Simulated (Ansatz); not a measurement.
Input (CCSDT(Q)/aug-cc-pVTZ; Ansatz, a quantum-chemistry and plane-wave program):

Ansatz 0.2 input:
```yaml
crystal:
  periodic: [false, false, false]
  atoms:
    - {symbol: N, position_ang: [-0.00000000, -0.00000000, -1.25788698]}
    - {symbol: C, position_ang: [-0.00000000, -0.00000000, -0.07148933]}
    - {symbol: O, position_ang: [0.00000000, 0.00000000, 1.15426811]}
basis:
  gaussian:
    orbitals: aug-cc-pVTZ
total_charge: -1
magnetization: {spin_polarized: false}
correlation: {method: ccsdt_q, electrons: outside_noble_gas}
```

Output:

```
Functional definition: HF
integrals: 0.44 GiB planned
1587 factors; integrals over basis functions are off by at most 1.4e-7 eV
mean field: 0.45 GiB planned
mean field evaluation 1: about -4549.3230 eV, gradient 3.2e1 eV
mean field evaluation 2: about -4549.3241 eV, gradient 3.2e1 eV
mean field evaluation 4: about -4551.7105 eV, gradient 3.7e0 eV
mean field evaluation 8: about -4551.7570 eV, gradient 4.5e-1 eV
mean field evaluation 16: about -4551.7087 eV, gradient 3.7e0 eV
mean field -4551.75763726 eV, -167.2740078773 hartree, gradient 1.9e-6 eV, S^2 0.000000; 0 other end points of the search recorded, 0 dependent functions left out
3 core orbitals not correlated
reference -4551.75763726 eV, -167.2740078773 hartree; 8, 8 occupied and 127, 127 virtual orbitals, 1587 factors
second order -16.25252022 eV of doubles, -0.00000000 eV of singles
coupled cluster: 6.12 GiB planned
cycle   1  -15.39568333 eV  change    8.6e-1 eV  update   1.4e-1
cycle   2  -16.33407309 eV  change   -9.4e-1 eV  update   8.8e-2
cycle   3  -16.89901244 eV  change   -5.6e-1 eV  update   2.5e-2
cycle   4  -16.88857406 eV  change    1.0e-2 eV  update   1.1e-2
cycle   5  -16.83232684 eV  change    5.6e-2 eV  update   4.6e-3
cycle   6  -16.82563462 eV  change    6.7e-3 eV  update   2.1e-3
cycle   7  -16.83319679 eV  change   -7.6e-3 eV  update   6.8e-4
cycle   8  -16.83404752 eV  change   -8.5e-4 eV  update   3.5e-4
cycle   9  -16.83334786 eV  change    7.0e-4 eV  update   1.4e-4
cycle  10  -16.83328131 eV  change    6.7e-5 eV  update   6.3e-5
cycle  11  -16.83314145 eV  change    1.4e-4 eV  update   3.0e-5
cycle  12  -16.83308751 eV  change    5.4e-5 eV  update   1.3e-5
cycle  13  -16.83305765 eV  change    3.0e-5 eV  update   5.3e-6
cycle  14  -16.83305847 eV  change   -8.2e-7 eV  update   2.3e-6
cycle  15  -16.83305903 eV  change   -5.6e-7 eV  update   1.0e-6
perturbative correction -0.06581483 eV, -0.0024186503 hartree
Total energy: -4568.65651113 eV, -167.8950300373 hartree
```
